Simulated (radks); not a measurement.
The table gives one normalised radial function P(r) = r R(r) of Ce2+ in [Xe] 4f1 5d1 (r in bohr). All-electron calculation, scalar-relativistic Kohn-Sham, PBEsol, spin-unpolarised, spherical densities, finite nucleus; Fermi nuclear charge, rms radius 4.8771 fm. Program: a radial shooting solver on a logarithmic mesh with Libxc functionals.

r,P
0.001548,0.0499
0.002404,0.0704
0.003703,0.0956
0.005749,0.1238
0.008927,0.1463
0.01386,0.1449
0.02135,0.0931
0.03315,-0.0316
0.05147,-0.1905
0.07928,-0.2278
0.1231,0.0237
0.1911,0.3426
0.2968,0.0887
0.4572,-0.4903
0.7098,-0.1317
1.102,0.8132
1.698,0.8421
2.636,0.2815
4.093,0.0281
6.355,0.0005

Which n and l does it have? It may be an empty orbital.

Answer. n = 5, l = 0: the number of nodes gives n - l - 1 = 4, the rise at small r (about r^(l+1), flatter next to the nucleus through relativity) gives l, and the extent must fit the shell. The curve is that of 5s. 5s: eigenvalue -53.398 eV, 4 radial nodes at r = 0.0302, 0.120, 0.316, 0.753 bohr, <r> = 1.51 bohr, 90 % of the charge inside 2.17 bohr.
